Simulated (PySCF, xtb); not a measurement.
Si(Me)(OH) (CH4OSi), SMILES C[Si]O (connectivity only; charge and spin as stated), neutral, multiplicity 1. Atoms are numbered in the order given.

```xyz
7

Si     0.6605     0.1503     0.0000
C     -0.3569    -1.4400     0.0000
H     -1.0093    -1.4614     0.8807
H     -1.0093    -1.4614    -0.8807
H      0.2659    -2.3367     0.0000
O     -0.6233     1.2078     0.0000
H     -0.3656     2.1327     0.0000
```
Charge 0, spin multiplicity 1.

Geometry: PBE0-D3(BJ)/def2-TZVP. One conformer was computed; it need not be the lowest.

Computed with PySCF with IEF-PCM-ωB97X/def2-SVP.

The values are the electrostatic part of the solvation free energy, E(continuum) − E(gas) at the gas-phase geometry, in a cavity of scaled van der Waals radii (PySCF's table); cavitation and dispersion terms are not included. In vacuum the orbital gap is 9.07 eV. The dipole moment in vacuum is 0.61 D.

Computed values in water (ε = 78.36), dichloromethane (ε = 8.93), methanol (ε = 32.61):
```
solvent              ε  ΔG(elec) (kcal/mol)  dipole (D)  gap (eV)
---------------  -----  -------------------  ----------  --------
water            78.36                 -4.4        0.74      9.18
dichloromethane   8.93                 -3.7        0.71      9.16
methanol         32.61                 -4.2        0.73      9.17
```

For comparison, GFN2-xTB/ALPB(water) (xtb, at the GFN2-xTB geometry, all terms of that model) gives -2.3 kcal/mol.
